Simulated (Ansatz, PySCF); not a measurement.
Noncovalent pair: CH3F (SMILES CF) (first 5 atoms) with C2H3N (SMILES CC#N); geometry from B3LYP-D3(BJ)/def2-TZVP, rigid monomers moved along the line of their centres of mass till F2···H9 is 2.22 Å.
(charge 0, multiplicity 1):
```xyz
11

C      0.3729     0.5925    -0.1777
F      1.1632    -0.2915     0.5656
H     -0.1778     1.2259     0.5152
H      1.0306     1.1901    -0.8090
H     -0.3111     0.0062    -0.7914
C      1.0956    -0.3695     3.5692
C      0.1842     0.6908     3.1725
N     -0.5349     1.5263     2.8459
H      1.4434    -0.8939     2.6798
H      1.9535     0.0511     4.0945
H      0.5884    -1.0731     4.2297
```

Monomers are frozen at their geometry in the pair; levels with a basis set take the counterpoise correction.

Correlated levels freeze the cores.

Programs: Ansatz (a first-principles code) with Gaussian orbitals; PySCF for the dispersion terms. 

PBE/def2-TZVPPD gives -6.9 kJ/mol for the interaction energy.

Task: Predict the shift from PBE, with its sign, for: PBE-D3(BJ)/def2-TZVPPD, r2SCAN/def2-TZVPPD, B3LYP/def2-TZVPPD, wB97M-V/def2-TZVPPD, MP2/aug-cc-pVDZ, CCSD(T)/aug-cc-pVDZ.

Result: PBE-D3(BJ)/def2-TZVPPD -5.2; r2SCAN/def2-TZVPPD -4.3; B3LYP/def2-TZVPPD 2.4; wB97M-V/def2-TZVPPD -6.4; MP2/aug-cc-pVDZ -3.5; CCSD(T)/aug-cc-pVDZ -2.9 kJ/mol. 1 of 6 lie above PBE; the widest gap is to wB97M-V/def2-TZVPPD.
